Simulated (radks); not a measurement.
Values are calculated unless marked as measured or tabulated.
Task: These are the eigenvalues of the occupied orbitals of an atom or ion with whole-number occupations (eV). Level of theory: scalar-relativistic Kohn-Sham, SCAN, spin-polarised, spherical densities, finite nucleus; meta-GGA in the generalised Kohn-Sham scheme; Fermi nuclear charge, rms radius of each element as measured or else 0.836 A^(1/3) + 0.57 fm (a radial shooting solver on a logarithmic mesh with Libxc functionals).

| orbital | eigenvalue |
|---|---|
| 1s down | -5441.811 |
| 1s up | -5441.801 |
| 2s up | -668.1078 |
| 2s down | -667.4294 |
| 2p up | -565.8667 |
| 2p down | -565.3643 |
| 3s up | -126.5386 |
| 3s down | -124.7917 |
| 3p up | -98.3890 |
| 3p down | -96.6973 |
| 3d up | -55.2769 |

Which element is it, and in what charge state? The configuration may be excited. Open shells, if any, are filled with parallel spins first.

Result: Z = 23, vanadium, charge +4: V4+ in [Ar] 3d1. The list shows which subshells hold electrons but not how many an open one holds; the 1s level, -199.98 hartree, gives Z - s = 20.0 by -(Z - s)^2/2, which with screening and relativity narrows Z to a few neighbours, and the depths of the outer levels then fix element, charge and occupations together.
